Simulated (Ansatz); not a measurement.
Start from `N[CH2][SnH3]` and change one atom or group to get `N[CH2][GeH3]`.

Ansatz, PBE0-D4/def2-TZVP geometries, multiplicity 1. Each molecule was computed in one conformer, which needn't be the lowest.

Elements past krypton have def2 core potentials. Scalar relativity is left out up to krypton.

| property | `N[CH2][SnH3]` |
| --- | --- |
| HOMO energy (PBE0/def2-TZVPP) / eV | -6.80 |
| zero-point energy (PBE0-D4/def2-TZVP) / kJ/mol | 194.9 |
| HOMO energy (ωB97M-V/def2-TZVPP) / eV | -9.12 |
| ideal-gas entropy at 298 K and 1 bar (rigid rotor, harmonic PBE0-D4/def2-TZVP) / J/(mol·K) | 323 |
| size of the dipole moment (ωB97M-V/def2-TZVPP) / D | 1.67 |
| HOMO–LUMO gap (PBE0/def2-TZVPP) / eV | 7.11 |

What does the change do to each property? (Estimate.)

Computed: 
| property | `N[CH2][GeH3]` | shift |
| --- | --- | --- |
| HOMO energy (PBE0/def2-TZVPP) / eV | -6.90 | -0.10 |
| zero-point energy (PBE0-D4/def2-TZVP) / kJ/mol | 204.0 | 9.1 |
| HOMO energy (ωB97M-V/def2-TZVPP) / eV | -9.28 | -0.16 |
| ideal-gas entropy at 298 K and 1 bar (rigid rotor, harmonic PBE0-D4/def2-TZVP) / J/(mol·K) | 308 | -15 |
| size of the dipole moment (ωB97M-V/def2-TZVPP) / D | 1.59 | -0.08 |
| HOMO–LUMO gap (PBE0/def2-TZVPP) / eV | 7.63 | 0.52 |

With PBE0 the HOMO falls by 0.10 eV and the LUMO rises by 0.42 eV, so the gap widens by about 0.52 eV. PBE moves the HOMO by -0.05 eV and ωB97M-V by -0.16 eV. Dipoles are sizes alone; their direction can turn.
